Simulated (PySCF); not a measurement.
Level of theory: PySCF with PBE-D3(BJ)/def2-TZVP // B3LYP-D3(BJ)/def2-SVP. All species are isolated molecules in the gas phase. One relaxed conformer stands for a flexible species; it need not be the lowest. Excitations are Tamm–Dancoff values on a coarser integration grid. The basis has no diffuse functions, so Rydberg states are missing or too high.

Reference species (SMILES): `Bc1c(F)ccc2cccnc12` (neutral, multiplicity 1).

- LUMO: -3.23 eV
- HOMO: -5.91 eV
- S1 excitation (TDA): 2.71 eV
- S1 oscillator strength: 0.000

Changed species: `Bc1cc(F)cc2cccnc12`.

**Question.** Give the shifts of the LUMO, HOMO, S1 excitation (TDA) and S1 oscillator strength.

**Answer.** the LUMO drops by 0.09 eV, to -3.32 eV; the HOMO falls by 0.04 eV, to -5.95 eV; the S1 excitation (TDA) falls by 0.04 eV, to 2.67 eV; the S1 oscillator strength hardly moves.
